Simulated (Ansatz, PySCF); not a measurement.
Reaction (SMILES): [I][Al][I] -> [I][Al][I] as singlet, charge -1 (an electron is taken up)
Geometries: B3LYP-D3(BJ)/def2-TZVP minima from Ansatz (a quantum-chemistry and plane-wave program). Unstable Hartree-Fock reference: [I][Al][I] as singlet, charge -1. A spin state is the lowest found, not a proven ground state.

Property: adiabatic electron affinity (0 K, with B3LYP-D3(BJ) harmonic zero-point energies from PySCF), positive where the reaction releases energy, in eV. Valence correlation only, unless marked. UHF or UKS for open shells. No spin-orbit coupling. Frozen are the shells of the preceding noble gas and the d and f shells that filled before the atom's block. In def2 rows, elements after Kr have scalar-relativistic effective core potentials. STO-3G rows are all-electron and non-relativistic. Anions need diffuse functions: def2-D sets add few; the other sets have none. 

| level | program | adiabatic electron affinity (eV) |
|---|---|---|
| HF/def2-SVPD | Ansatz | 1.86 |
| HF/def2-TZVPD | PySCF | 1.78 |
| revPBE/def2-TZVPD | Ansatz | 2.51 |
| TPSSh-D3(BJ)/def2-TZVPD | PySCF + dftd3 | 2.49 |
| M06-2X/def2-TZVPD | PySCF | 2.68 |
| MP2/STO-3G | Ansatz | -2.27 |
| CCSD/def2-SVP | Ansatz | 2.26 |
| CCSD(T)/def2-TZVPP | Ansatz | 2.53 |
| CCSD(T)/def2-TZVPPD | Ansatz | 2.59 |
